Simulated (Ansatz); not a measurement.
Molecule: Si₅H₁₂, net charge 0, singlet state. 
Geometry from a B3LYP-D3(BJ)/def2-TZVP (Ansatz, a quantum-chemistry and plane-wave program) optimisation:
```
Si
H 1 1.4883
Si 1 2.3426 2 109.52
H 3 1.4832 1 110.72 2 62.05
H 3 1.4833 4 108.62 1 -119.67
H 3 1.4836 4 108.77 5 -118.05
Si 1 2.3435 2 108.82 3 -120.67
H 7 1.4829 1 110.56 2 -55.03
H 7 1.4833 8 108.77 1 -122.17
H 7 1.4834 8 108.55 9 -118.00
Si 1 2.3440 2 108.71 7 -118.53
H 11 1.4858 1 110.27 2 -56.15
H 11 1.4860 12 108.00 1 118.49
Si 11 2.3434 12 110.35 13 119.54
H 14 1.4830 11 109.27 12 -175.81
H 14 1.4832 15 108.49 8 64.51
H 14 1.4833 15 108.76 16 118.17
```

Atomisation energy built up term by term with Ansatz (kcal/mol; UHF references for open shells; valence terms freeze the core; atomic spin-orbit terms are left out). CBS(X,Y): correlation extrapolated as X^-3; Hartree-Fock from the larger set.

```tsv
term	basis	kcal/mol
Hartree-Fock	cc-pV(Q+d)Z	(withheld)
CCSD correlation	CBS(cc-pV(T+d)Z,cc-pV(Q+d)Z)	262.50
(T)	CBS(cc-pV(T+d)Z,cc-pV(Q+d)Z)	(withheld)
core correlation	cc-pwCVTZ	-0.54
scalar relativity (X2C)	cc-pVTZ-DK against cc-pVTZ	-3.18
sum: De		(withheld)
```

Q: Fill in the missing entries.

A: 
- Hartree-Fock, kcal/mol: 905.04
- (T), kcal/mol: 10.94
- sum: De, kcal/mol: 1174.8
